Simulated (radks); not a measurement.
Task: Species: Ar V. Configuration: [Ne] 3s1.5 3p2 4p0.5 (fractional occupations, a model configuration). Method: non-relativistic Kohn-Sham, TPSS, spin-unpolarised, spherical densities, point nucleus; meta-GGA in the generalised Kohn-Sham scheme; computed with a radial shooting solver on a logarithmic mesh with Libxc functionals. Some entries of the table are withheld. Estimate them.

orbital  occ.  eigenvalue (eV)  <r^2> (bohr^2)
1s          2        -3193.228        0.009960
2s          2        -370.4868             (1)
2p          6              (2)          0.1746
3s        1.5              (3)             (4)
3p          2         -69.0675           1.999
4p        0.5         -27.7015             (5)

Result: 
(1) 2s <r^2> (bohr^2): 0.2031
(2) 2p eigenvalue (eV): -304.6246
(3) 3s eigenvalue (eV): -85.3468
(4) 3s <r^2> (bohr^2): 1.765
(5) 4p <r^2> (bohr^2): 10.73
